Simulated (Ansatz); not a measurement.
Process, species as SMILES: CB(C)F [fluoro(dimethyl)borane] → C[B]C + F atom (the B-F bond at the site shown breaks; other sites are not compared here)
Each molecule is optimised on its own at B3LYP-D3(BJ)/def2-TZVP (Ansatz, an electronic-structure program).

Property: bond dissociation energy (electronic energy difference), in kcal/mol. Valence correlation only, unless marked. Open shells are spin-unrestricted. No spin-orbit coupling. Non-relativistic unless marked X2C. Basis-set limits of correlation are two-point, X^-3; Hartree-Fock from the larger set. [CCSD(T)-MP2]/basis is that difference in the basis named.

| level | program | bond dissociation energy (kcal/mol) |
|---|---|---|
| CAM-B3LYP-D4/def2-TZVPD | Ansatz + dftd4 | 172.2 |
| MP2/aug-cc-pVDZ | Ansatz | 170.0 |
| RI-MP2/CBS(aug-cc-pVTZ,aug-cc-pVQZ) | Ansatz | 181.5 |
| SCS-MP2/aug-cc-pVDZ | Ansatz | 166.4 |

Question: Predict the RI-MP2/CBS(aug-cc-pVTZ,aug-cc-pVQZ)+[CCSD(T)-MP2]/aug-cc-pVTZ result (Ansatz).

Answer: 174.2 kcal/mol
